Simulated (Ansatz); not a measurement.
Cartesian coordinates in Å:
```
C 0.326 1.468 -0.296
B 0.487 -0.109 -0.161
C -0.039 -0.787 1.188
O -0.617 -0.707 -1.393
H 0.564 1.847 -1.294
H -0.676 1.830 -0.026
H 1.017 1.958 0.398
H 1.515 -0.577 -0.602
H 0.631 -0.507 2.009
H -0.043 -1.884 1.170
H -1.041 -0.451 1.487
H -1.504 -0.410 -1.153
H -0.620 -1.669 -1.328
```

The species carries charge 0 and has multiplicity 1.

Q: List the CAM-B3LYP/def2-TZVPP orbital energies in eV (Ansatz 0.2.0). (An estimate is asked.)

A: Ansatz gave: Occupied: -524.83, -277.37, -277.20, -184.46, -32.16, -20.91, -19.96, -18.61, -16.27, -13.92, -12.96, -12.54, -11.67, -11.46, -11.23, -9.44, -9.21. Lowest empty: 0.66, 2.19, 2.57, 3.09, 3.86, 3.96, 4.36, 4.86.
